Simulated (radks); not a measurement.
Q: Radial electron density D(r) = 4 pi r^2 rho(r) of an atom or ion with 12 electrons. All-electron calculation, Dirac Kohn-Sham, PBE, spin-unpolarised, spherical densities, finite nucleus; Fermi nuclear charge, rms radius of each element as measured or else 0.836 A^(1/3) + 0.57 fm. Program: a radial shooting solver on a logarithmic mesh with Libxc functionals.

| r (bohr) | D(r) (e/bohr) |
|---|---|
| 0.007187 | 0.7757 |
| 0.008103 | 0.9618 |
| 0.00921 | 1.206 |
| 0.01047 | 1.506 |
| 0.0118 | 1.847 |
| 0.01341 | 2.285 |
| 0.01512 | 2.776 |
| 0.01719 | 3.394 |
| 0.01938 | 4.072 |
| 0.02203 | 4.905 |
| 0.02503 | 5.855 |
| 0.02823 | 6.845 |
| 0.03208 | 7.995 |
| 0.03617 | 9.136 |
| 0.04111 | 10.38 |
| 0.04635 | 11.52 |
| 0.05268 | 12.65 |
| 0.05987 | 13.59 |
| 0.06751 | 14.23 |
| 0.07673 | 14.58 |
| 0.08651 | 14.53 |
| 0.09832 | 14.07 |
| 0.1109 | 13.29 |
| 0.126 | 12.17 |
| 0.1432 | 10.93 |
| 0.1615 | 9.834 |
| 0.1835 | 8.949 |
| 0.2069 | 8.544 |
| 0.2352 | 8.658 |
| 0.2651 | 9.255 |
| 0.3013 | 10.26 |
| 0.3425 | 11.39 |
| 0.3862 | 12.26 |
| 0.4389 | 12.70 |
| 0.4948 | 12.48 |
| 0.5624 | 11.53 |
| 0.6341 | 10.07 |
| 0.7207 | 8.121 |
| 0.8191 | 6.086 |
| 0.9236 | 4.357 |
| 1.05 | 2.901 |
| 1.184 | 1.970 |
| 1.345 | 1.404 |
| 1.517 | 1.169 |
| 1.724 | 1.093 |
| 1.959 | 1.063 |
| 2.209 | 0.9927 |
| 2.511 | 0.8439 |
| 2.831 | 0.6528 |
| 3.217 | 0.4390 |
| 3.627 | 0.2680 |
| 4.123 | 0.1379 |
| 4.686 | 0.06058 |
| 5.283 | 0.02378 |
| 6.004 | 0.007201 |
| 6.77 | 0.001913 |
| 7.694 | 0.0003654 |

What is the nuclear charge?

A: Z = 13. The innermost maximum, from 1s, lies near gamma/Z bohr with gamma = sqrt(1 - (Z/c)^2) = 0.995, here 0.0766 bohr (found: 0.0805), and its height grows with Z. The density is that of the aluminium ion Al+ in [Ne] 3s2; the configuration itself is not fixed sharply by these data, and Z only to about a unit. D(r) has 2 maxima, at r = 0.0805, 0.450 bohr, and minima at 0.215 bohr, inside which lie 2.20 electrons.
